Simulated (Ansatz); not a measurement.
The cluster W4Se8⁺, relaxed as a doublet with UKS PBE-D4/def2-SVP in Ansatz, starting from the GFN2-xTB geometry. Force threshold 0.03 eV/Å.

In the def2 sets W takes a core potential; there is no spin–orbit coupling. The structure comes from a short search, and lower isomers may exist.

Start:

Cartesian coordinates in Å:
```
W -0.150 -0.265 1.436
W 0.700 -0.795 -0.897
W -1.900 0.079 -1.276
W 2.548 -0.317 1.035
Se 4.045 -1.600 2.245
Se -2.744 -0.403 1.187
Se -3.561 0.098 -2.860
Se -0.015 1.388 -2.117
Se -2.948 1.746 0.304
Se -1.220 -2.329 -1.548
Se 3.811 1.198 -0.207
Se 1.434 1.199 2.699
```

Task: Estimate the energy that the relaxation releases and the steps that it takes.

Result: 352.1 kJ/mol, in 43 steps; 4.1 min on 2 threads of AMD EPYC 7R13 on a shared host and a share (18 GiB) of an NVIDIA H100 80GB HBM3. No frequencies were taken in this run, so the end may be a saddle point.

Task: Does the start keep its bonding and symmetry?

Result: Bonds formed: W1–Se10, W2–Se5 (atoms count from 1).

Task: Predict the relaxed structure.

Result: 
```xyz
12

W    -0.256   -0.442    1.456
W     1.056   -0.961   -0.725
W    -1.659    0.025   -1.211
W     2.195    0.265    1.243
Se    3.409   -1.369   -0.211
Se   -2.169    1.123    1.293
Se   -3.264   -0.895   -2.527
Se    0.325    0.326   -2.649
Se   -2.079    2.395   -0.768
Se   -0.942   -2.344   -0.012
Se    2.164    2.493    0.731
Se    1.221   -0.614    3.380
```
Bond lengths (bridged metal pairs left out): 14 × Se–W 2.27 to 2.78 Å; 1 × Se–Se 2.42 Å.
